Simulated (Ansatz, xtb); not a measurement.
Relative energy of two isomers of C4H6OSi

We compare a, `C=C1C=C[SiH2]O1`, a singlet, with b, `C=C1C=CO[SiH2]1`, a singlet. Both are isolated molecules in the gas phase, relaxed with PBE0-D3(BJ)/def2-SVP.

Task: Which of the two would you expect CCSD(T)/def2-SVP + ΔMP2/def2-TZVPP electronic energies to favour?

Result: Structure a; the calculation gives E(b) − E(a) = +5.8 kcal/mol.

How the difference moves with the method:

```csv
level,geometry,E(b) − E(a) (kcal/mol),departure from the last row (kcal/mol),"job, with rough time for the two"
GFN2-xTB,GFN2-xTB,+3.0,−2.8,"optimisation, 0.1 s"
HF/STO-3G,GFN2-xTB,+0.3,−5.5,"single point, 0.36 s"
r2SCAN-D4/def2-SVP,GFN2-xTB,+5.2,−0.6,"single point, 4.8 s"
PBE0-D3(BJ)/def2-SVP,PBE0-D3(BJ)/def2-SVP,+5.0,−0.8,"optimisation, 33 s"
HF/def2-SVP,PBE0-D3(BJ)/def2-SVP,+6.5,+0.7,part of the CCSD(T) run
MP2/def2-SVP,PBE0-D3(BJ)/def2-SVP,+5.2,−0.6,part of the CCSD(T) run
CCSD(T)/def2-SVP,PBE0-D3(BJ)/def2-SVP,+5.1,−0.7,single point
CCSD(T)/def2-SVP + ΔMP2/def2-TZVPP,PBE0-D3(BJ)/def2-SVP,+5.8,,"single point, 49 s"
```

As drawn, both hold the same kinds of bond in the same numbers.

HF/STO-3G finds them nearly level. The largest departure from CCSD(T)/def2-SVP + ΔMP2/def2-TZVPP is that of HF/STO-3G, 5.5 kcal/mol. The last row adds to CCSD(T) the change of the MP2 difference between the two basis sets, here +0.7 kcal/mol.

With thermal terms from frequencies at re-optimised GFN2-xTB minima (ideal gas, soft modes damped towards free rotors, one conformer each, 298.15 K, 1 atm): the zero-point term adds 0.0 kcal/mol; ΔH is +5.8 and ΔG +5.7 kcal/mol.

The correlated steps freeze 10 core orbitals. Codes used: Ansatz 0.2.0, xtb 6.7.1; the last row on 2 threads of Arm Neoverse V2 on a shared host.
